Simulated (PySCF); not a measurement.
Level of theory: PBE0/[Be def2-TZVP, H def2-TZVP], no relativity, density fitting, PySCF.

```xyz
3
charge 0 multiplicity 1, angstrom
Be    0.0000    0.0000    0.0000
H     0.0000    0.0000    1.3390
H     0.0000    0.0000   -1.3390
```

BeH₂ (singlet), along the line from Be1 (at 0) through H2 (at 1.339 Å).

Task: Tabulate the fields along this line at -0.47, -0.40, -0.33, -0.27, -0.20, -0.13, -0.07, 0.07, 0.13, 0.20, 0.27, 0.33, 0.40, 0.47, 0.54, 0.60, 0.67, 0.74, 0.80, 0.87, 0.94, 1.00, 1.07, 1.14, 1.21, 1.27, 1.41, 1.47, 1.54, 1.61, 1.67, 1.74, 1.81, 1.87, 1.94, 2.01, 2.08, 2.14 Å.

Result: 
```csv
distance (Å),electron density (e/Å³),electron localisation function,electrostatic potential (V)
-0.47,0.757,0.0762,34
-0.40,1.18,0.147,44.9
-0.33,2.33,0.558,61.1
-0.27,5.31,0.947,87.6
-0.20,13,0.997,137
-0.13,33.1,1,252
-0.07,87,1,651
0.07,87,1,651
0.13,33.1,1,252
0.20,13,0.997,137
0.27,5.31,0.947,87.6
0.33,2.33,0.558,61.1
0.40,1.18,0.147,44.9
0.47,0.757,0.0762,34
0.54,0.63,0.13,26.3
0.60,0.622,0.39,20.7
0.67,0.664,0.805,16.7
0.74,0.73,0.968,14.1
0.80,0.813,0.996,12.7
0.87,0.91,0.999,12.8
0.94,1.03,1,14.7
1.00,1.18,1,19
1.07,1.37,1,27.2
1.14,1.62,1,43.1
1.21,1.91,1,77.4
1.27,2.33,1,184
1.41,2.16,1,184
1.47,1.61,1,77.3
1.54,1.21,1,42.7
1.61,0.906,1,26.2
1.67,0.672,1,17
1.74,0.501,1,11.3
1.81,0.376,1,7.61
1.87,0.283,1,5.15
1.94,0.213,1,3.46
2.01,0.161,1,2.29
2.08,0.122,1,1.47
2.14,0.093,1,0.885
```

On a grid of 0.07 Å the density has a local minimum along the bond near 0.60 Å from Be, at 0.62 e/Å³, where the ELF is 0.39.
